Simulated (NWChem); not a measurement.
# SF anion

Computed with NWChem. Pople sets run with spherical d functions. The geometry was optimised at B3LYP/def2-SVPD. Level: PBE0/6-31+G* with COSMO at NWChem's default radii, gas-phase geometry; rows give the dielectric constant. Reactions with the solvent are ignored.

For dielectric constant 1.5:

electrostatic solvation energy (kcal/mol): -21.9

Task: Estimate the same quantities for dielectric constant 46.7.

Result: 
| Quantity | Result |
|---|---|
| electrostatic solvation energy (kcal/mol) | -65.1 |
